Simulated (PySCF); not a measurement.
TPSSh on Tl⁻ (thallium, charge -1), [Xe] 4f14 5d10 6s2 6p2, high-spin 3P determinant. All numbers are calculated (PySCF 2.14, scalar relativity through the core potential, in def2-TZVPPD with the def2 core potential (60 electrons) (7s5p4d2f, 56 functions)).

```
cycle= 1 E= -172.453019049162  delta_E= -0.0107  |g|= 0.0208  |ddm|= 0.461
cycle= 2 E= -172.453137448569  delta_E= -0.000118  |g|= 0.0152  |ddm|= 0.0743
cycle= 3 E= -172.453216427095  delta_E= -7.9e-05  |g|= 0.00263  |ddm|= 0.0242
cycle= 4 E= -172.453221183229  delta_E= -4.76e-06  |g|= 0.000521  |ddm|= 0.0103
cycle= 5 E= -172.453221478912  delta_E= -2.96e-07  |g|= 5.02e-05  |ddm|= 0.00288
cycle= 6 E= -172.453221481875  delta_E= -2.96e-09  |g|= 3.79e-06  |ddm|= 0.000311
cycle= 7 E= -172.453221481894  delta_E= -1.91e-11  |g|= 2.86e-07  |ddm|= 2.14e-05
converged SCF energy = -172.453221481894  <S^2> = 2.0020235  2S+1 = 3.0013487
```

Highest occupied orbital energy: 1.553 eV; ⟨L²⟩ = 2.00; populations by l: s 4.00, p 8.00, d 10.00, f 0.00.

Can this result be used?

With care. The calculation finished and met its thresholds. Energies and moments cover only the electrons outside the core potential. Spin-orbit coupling is strong in this species (close to jj coupling), so the high-spin LS determinant is a model state, not a physical level. At TPSSh the highest occupied level has a positive energy, so only the finite basis holds that electron; in a semilocal or global hybrid functional this comes from self-interaction and does not mean that the real anion is unbound.
